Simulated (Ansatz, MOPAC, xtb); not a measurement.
Diatomic NiS, closed-shell singlet (not the ground state: that is measured with 2S+1 = 3). No spin–orbit coupling. Ni is treated without relativity. The T1 diagnostic near the minimum is 0.123, so single-reference values are doubtful.

Seven points along R, fitted to fifth degree in 1/R; most abundant isotopes. Runs in def2 and cc sets follow the lowest solution found near the PBE0 minimum. The singlet is held restricted. HF and MP2 rows in def2 and cc sets belong to the determinant that coupled cluster picked by its CCSD energy.

The values were computed with Ansatz (Gaussian orbitals); MOPAC for PM6 (differences of heats of formation); xtb for the GFN methods. Each number belongs to the level named beside it.

```
level                 r_e (Å)  ω_e (cm⁻¹)  α_e (cm⁻¹)  B_e (cm⁻¹)  dipole (D)
--------------------  -------  ----------  ----------  ----------  ----------
PM6                     1.919         508     0.00071       0.222           -
GFN1-xTB                1.888         569      0.0019       0.229           -
GFN2-xTB                2.003         385      0.0023       0.204           -
HF/def2-TZVPP           2.012         520     0.00092       0.202           -
SVWN5/def2-TZVPP        1.929         538      0.0011       0.220        2.79
PBE/def2-TZVPP          1.969         506      0.0011       0.211        3.07
r2SCAN/def2-TZVPP       1.951         525      0.0011       0.215        3.52
B97M-V/def2-TZVPP       1.968         513      0.0011       0.211        3.61
B3LYP/def2-TZVPP        1.968         510      0.0011       0.211        3.68
PBE0/def2-TZVPP         1.951         530      0.0010       0.215        4.01
BHLYP/def2-TZVPP        1.956         539     0.00092       0.214        4.88
CAM-B3LYP/def2-TZVPP    1.943         545      0.0010       0.217        3.95
wB97X-V/def2-TZVPP      1.937         558     0.00097       0.218        4.25
wB97M-V/def2-TZVPP      1.942         551     0.00097       0.217        4.13
B2PLYP/def2-TZVPP       1.985         444      0.0017       0.208           -
CCSD/def2-TZVPP         1.988         497      0.0011       0.207           -
```

Correlated levels freeze the inner cores; with def2 sets outer-core shells near the valence are correlated too. The state that PM6 reach isn't checked.

Doubts at one or more of the structures used: a restricted determinant that unrestricted orbitals would lower (HF/def2-TZVPP, B2PLYP/def2-TZVPP, CCSD/def2-TZVPP); T1 above 0.05 (CCSD/def2-TZVPP).

Ansatz is an electronic-structure program.
